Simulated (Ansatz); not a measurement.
Coupled-cluster diagnostics for [GaCl4]- (GaCl4⁻), Ansatz.

Geometry of the singlet (PBE-D4/def2-SVPD):

```csv
atom,x (Å),y (Å),z (Å)
Ga1,0.000,0.000,0.000
Cl2,1.159,-1.892,0.258
Cl3,-1.569,0.134,1.584
Cl4,-0.970,0.010,-2.012
Cl5,1.380,1.747,0.170
```

Correlated methods freeze 29 core orbitals; core or outer-core shells of Ga are correlated, in sets that lack core-valence functions. In CCSD on the charge 0 doublet the largest single amplitude is 0.23, so its Hartree–Fock determinant may place the open shell otherwise than the density functionals do.

Question: Estimate the CCSD(T) correlation energy, the shares of MP2 and (T), T1 and the reference's ⟨S²⟩ for: charge -1, singlet, own geometry in def2-SVPD; charge 0, doublet, vertical in def2-SVPD; and the rough time on 4 threads of AMD EPYC 9B14 on a shared host.

Answer: 
| state | basis | correlation (eV) | MP2 share (%) | (T) share (%) | T1 | ⟨S²⟩ (pure) | wall time |
| --- | --- | --- | --- | --- | --- | --- | --- |
| charge -1, singlet, own geometry | def2-SVPD | -23.266 | 93.3 | 2.9 | 0.010 | 0.00 (0.00) | 12 s |
| charge 0, doublet, vertical | def2-SVPD | -22.705 | 91.8 | 3.2 | 0.040 | 0.76 (0.75) | 86 s |
Customary marks for T1 are 0.02 (closed shells), 0.045 (open shells) and about 0.05 (3d metals). T1 exceeds 0.02 in 1 of 2 rows and 0.045 in 0; the higher it lies, the less the single-reference result can be trusted.
